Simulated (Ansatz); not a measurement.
Reaction (substitution at a C–O bond): `OCO[SiH2]O` + `C[SiH2]O` → `C[SiH2]OCO` + `O[SiH2]O`

Calculated with Ansatz (gas phase, PBE0-D4/def2-TZVP geometries, no zero-point term in ΔE). CCSD(T)/CBS adds triple-zeta CCSD(T) − MP2 to the extrapolated MP2 energy (def2 sets, frozen cores). This one scheme is used for every species. DFT in def2-TZVPP. Each species was taken in one conformer, which may not be the lowest.

Is it downhill or uphill in electronic energy at CCSD(T)/CBS, and by how much? (An estimate is asked.)

Computed: Nearly level: ΔE = -1.1 kJ/mol.

What do these levels give: PBE-D4, PBE0-D4, ωB97X-V, ωB97M-V, B2PLYP, r2SCAN, PBE0, CCSD(T)/def2-TZVPP, HF/def2-QZVPP, MP2/def2-QZVPP, MP2/CBS(def2), CCSD/CBS(def2)? (Estimate.)

The calculation gave: PBE-D4 -0.8, PBE0-D4 -0.8, ωB97X-V -0.5, ωB97M-V -0.4, B2PLYP -1.5, r2SCAN -0.8, PBE0 -1.4, CCSD(T)/def2-TZVPP -0.8, HF/def2-QZVPP -2.5, MP2/def2-QZVPP -1.3, MP2/CBS(def2) -1.3, CCSD/CBS(def2) -1.4 kJ/mol.

Largest T1 diagnostic among the species: 0.012.
